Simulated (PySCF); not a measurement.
**Static response to an electric field**

Species: C6H18BN.
Numbering: `[CH3:1][CH:2]([CH3:3])[BH2-:4][N+:5]([CH3:6])([CH3:7])[CH3:8]` (hydrogens: H9, H10, H11 on C1; H12 on C2; H13, H14, H15 on C3; H16, H17 on B4; H18, H19, H20 on C6; H21, H22, H23 on C7; H24, H25, H26 on C8)

Structure used (PBE0-D3(BJ)/def2-SVP), in Å, numbered top down from 1:
```
atom  x, y, z in Å
C1     2.1643    0.5337    1.2482
C2     1.5321    0.9633   -0.0774
C3     2.6299    1.1609   -1.1239
B4     0.4214   -0.0868   -0.6453
N5    -1.1370    0.3149   -0.2208
C6    -1.5284    1.5742   -0.8738
C7    -1.2681    0.4479    1.2375
C8    -2.0164   -0.7662   -0.6930
H9     2.9232    1.2539    1.6030
H10    2.6653   -0.4420    1.1337
H11    1.4266    0.4131    2.0577
H12    1.0742    1.9624    0.0853
H13    3.4405    1.8182   -0.7617
H14    3.0895    0.1949   -1.3943
H15    2.2297    1.5940   -2.0538
H16    0.5629   -1.2219   -0.1894
H17    0.3579   -0.1046   -1.8745
H18   -1.4310    1.4537   -1.9593
H19   -0.8548    2.3762   -0.5497
H20   -2.5667    1.8383   -0.6152
H21   -2.3168    0.6424    1.5157
H22   -0.6395    1.2759    1.5853
H23   -0.9228   -0.4797    1.7105
H24   -1.8739   -0.8894   -1.7733
H25   -3.0706   -0.5295   -0.4740
H26   -1.7290   -1.7003   -0.1964
```

Level: CAM-B3LYP/def2-SVPD (PySCF), static field, nuclei fixed, core orbitals frozen in the response. The polarisability tensor in these axes (au):

```
x   110.26   3.07   0.68
y     3.07  92.59  -1.03
z     0.68  -1.03  97.77
```

**Question.** What are the eigenvalues, a third of the trace, and Δα (Δα² = ½Σ(αi − αj)² over the three pairs)?

**Answer.** Principal values 91.85, 97.97 and 110.79 au; mean 100.20 au = 14.85 Å³ = 16.52 × 10⁻⁴⁰ C²·m²/J; Δα = 16.74 au (17 % of the mean).

**Question.** What is the dipole moment, and where does it point?

**Answer.** (-4.86, 1.10, 1.08) D, 5.10 D in size, pointing from the negative to the positive side. Measured along this direction, the outermost atoms are H14 at the negative end and H25, H20 and H21 at the positive end.

**Question.** Form Σ f/ω² (atomic units) for the 10 lowest TDDFT singlets, given as eV and f, and set it beside the mean polarisability, which is this sum over all singlets: 7.08, 0.0140; 7.32, 0.0416; 7.63, 0.0093; 7.86, 0.0536; 7.96, 0.0038; 8.08, 0.0041; 8.14, 0.0238; 8.32, 0.0061; 8.39, 0.0125; 8.40, 0.0281.

**Answer.** They add up to 2.39 au, 2.4 % of the 100.20 au; the largest single term is 0.64 au, from the state at 7.86 eV. Terms in order: 0.21, 0.57, 0.12, 0.64, 0.04, 0.05, 0.27, 0.06, 0.13, 0.29 au. Higher excitations give the rest. The strengths listed sum to 0.197.

**Question.** Find the Langevin capture rate constant for O2+ (31.990 u) meeting this molecule (115.153 u), k = 2.342 × 10⁻⁹ cm³/s × √(α in Å³ / reduced mass in u).

**Answer.** The reduced mass is 25.04 u, so k = 1.80 × 10⁻⁹ cm³/s. The formula leaves out the permanent dipole, which adds to the capture rate.

**Question.** In a dilute gas of rigid molecules at 250 K, how does the orientational term μ²/3kT compare with the electronic polarisability?

**Answer.** In Gaussian units μ²/3kT = 250.81 Å³ against 14.85 Å³, a ratio of 16.89; the Debye molar polarisation (4π/3)N_A(α + μ²/3kT) is 670.1 cm³/mol, leaving out the vibrational part.

**Question.** What are the principal values of the traceless quadrupole moment, Θ = ½Σq(3rr − r²1), about the centre of nuclear charge?

**Answer.** -3.49, 0.06, 3.43 D·Å. The values depend on the origin, since the dipole doesn't vanish. The electronic extent ⟨r²⟩ about the same centre is 1325 bohr², a root-mean-square distance of 2.37 Å for the 66 electrons.

**Question.** Rayleigh depolarisation ratio (linearly polarised light, static tensor)?

**Answer.** ρ = 3Δα²/(45ᾱ² + 4Δα²) = 840.9/(451846 + 1121.2) = 0.00186.

One conformer (not necessarily the lowest) at the PBE0-D3(BJ)/def2-SVP geometry, without solvent, vibrations or thermal averaging.
